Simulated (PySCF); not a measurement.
# Computed vibrations of [Eu(NH2)4]−

[Eu(NH2)4]− (singlet in the valence; each metal's 4f electrons, 6 of them, lie in its core potential, out of spins and levels). PySCF 2.14.0, RKS PBE0, Eu lcecp-1-SVP with ECP52, N def2-SVP, H def2-SVP; non-relativistic Hamiltonian with scalar-relativistic core potentials where named; density fitting; no spin-orbit coupling. Central differences of gradients.

```xyz
13

Eu    0.0000    0.0000    0.0000
N     1.1560    1.4043    1.4043
H     1.5608    1.1651    2.3110
H     1.5608    2.3110    1.1651
N    -1.1560   -1.4043    1.4043
H    -1.5608   -1.1651    2.3110
H    -1.5608   -2.3110    1.1651
N     1.1560   -1.4043   -1.4043
H     1.5608   -2.3110   -1.1651
H     1.5608   -1.1651   -2.3110
N    -1.1560    1.4043   -1.4043
H    -1.5608    2.3110   -1.1651
H    -1.5608    1.1651   -2.3110
```

Run from Python with OMP_NUM_THREADS=2. Where DIIS fails, smearing, a level shift and second-order steps follow.
It took 78 s on 2 threads of Arm Neoverse V2, on a shared host.

Question: What are the harmonic wavenumbers and infrared intensities?

Answer: Modes are labelled in D2d; negative numbers are unstable modes, those under 60 cm⁻¹ near the noise; a finer grid moves soft modes by up to 10 cm⁻¹.
| cm⁻¹ | km/mol | symmetry |
| --- | --- | --- |
| -138 | – | a2 |
| 63 | 13.5 | e |
| 63 | 13.5 | e |
| 79 | 0.0 | b2 |
| 90 | 0.0 | b1 |
| 96 | 0.0 | a1 |
| 126 | 3.4 | e |
| 126 | 3.4 | e |
| 206 | 0.0 | b1 |
| 270 | 0.0 | a2 |
| 314 | 55.3 | e |
| 314 | 55.3 | e |
| 339 | 134.7 | e |
| 339 | 134.7 | e |
| 358 | 253.9 | b2 |
| 358 | 0.0 | a1 |
| 359 | 0.0 | b1 |
| 445 | 202.8 | e |
| 445 | 202.8 | e |
| 451 | 162.9 | b2 |
| 475 | 0.0 | a1 |
| 1512 | 23.4 | b2 |
| 1512 | 5.9 | e |
| 1512 | 5.9 | e |
| 1517 | 0.0 | a1 |
| 3509 | 9.9 | b2 |
| 3509 | 10.8 | e |
| 3509 | 10.8 | e |
| 3510 | 0.0 | a1 |
| 3595 | 0.0 | a2 |
| 3595 | 0.0 | b1 |
| 3595 | 9.9 | e |
| 3595 | 9.9 | e |

Question: Is this a minimum?

Answer: No: 1 unstable; the lowest moves the atoms so:
```
Eu   0.00  0.00  0.00
N    0.00  0.00  0.00
H    0.31 -0.08 -0.16
H   -0.31  0.16  0.08
N    0.00  0.00  0.00
H    0.31 -0.08  0.16
H   -0.31  0.16 -0.08
N    0.00  0.00  0.00
H   -0.31 -0.16 -0.08
H    0.31  0.08  0.16
N    0.00  0.00  0.00
H   -0.31 -0.16  0.08
H    0.31  0.08 -0.16
```

An lcecp potential fixes the number of 4f electrons, so in runs with it no electron can move into or out of that shell.
